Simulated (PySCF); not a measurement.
## Correlation energy of Ti⁸⁺ (titanium, charge +8)

[Ne] 3s2 3p2, high-spin 3P determinant. All numbers are calculated (PySCF 2.14, no relativity, point nucleus, in an even-tempered Gaussian basis (18 s from 0.32 bohr⁻², ratio 2.5; 12 p from 0.42 bohr⁻², ratio 2.5; 5 d from 2.8 bohr⁻², ratio 2.7; 5 f from 4.2 bohr⁻², ratio 2.7)). Frozen: 1s2; 12 electrons correlated; the 21 highest virtual orbitals of each spin left out.

```tsv
level	correlation energy (mhartree)
CCSD	-441.35
(T)	-3.28
CCSD(T)	-444.63
```

Diagnostics: T1 = 0.0031, D1 = 0.0119, largest double amplitude 0.092.

Cost of the coupled-cluster step: roughly 40 core-seconds, for 12 correlated electrons.
